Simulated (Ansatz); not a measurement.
Start from `COC=N` and change one atom or group to get `[CH3][SnH2][O]C=N`.

Ansatz, PBE0-D4/def2-TZVP geometries, multiplicity 1. Each molecule was computed in one conformer, which needn't be the lowest.

Elements past krypton have def2 core potentials.

| property | `COC=N` |
| --- | --- |
| size of the dipole moment (B3LYP/def2-TZVPP) / D | 0.72 |
| size of the dipole moment (PBE/def2-TZVPP) / D | 0.68 |
| HOMO–LUMO gap (B3LYP/def2-TZVPP) / eV | 7.96 |
| size of the dipole moment (ωB97M-V/def2-TZVPP) / D | 0.76 |
| HOMO energy (PBE/def2-TZVPP) / eV | -6.47 |
| HOMO–LUMO gap (ωB97M-V/def2-TZVPP) / eV | 13.07 |

(1) Give the same properties after the change, and the shifts. (Estimate.)

Results:

(1) Ansatz gave: 
| property | `[CH3][SnH2][O]C=N` | shift |
| --- | --- | --- |
| size of the dipole moment (B3LYP/def2-TZVPP) / D | 3.77 | 3.05 |
| size of the dipole moment (PBE/def2-TZVPP) / D | 3.66 | 2.98 |
| HOMO–LUMO gap (B3LYP/def2-TZVPP) / eV | 6.73 | -1.23 |
| size of the dipole moment (ωB97M-V/def2-TZVPP) / D | 3.81 | 3.05 |
| HOMO energy (PBE/def2-TZVPP) / eV | -6.15 | 0.32 |
| HOMO–LUMO gap (ωB97M-V/def2-TZVPP) / eV | 10.93 | -2.14 |

With PBE0 the HOMO rises by 0.23 eV and the LUMO falls by 1.05 eV, so the gap narrows by about 1.28 eV. PBE moves the HOMO by 0.32 eV and ωB97M-V by 0.24 eV. Dipoles are sizes alone; their direction can turn.

B3LYP here is the variant with VWN-RPA as its local correlation; programs differ in this.
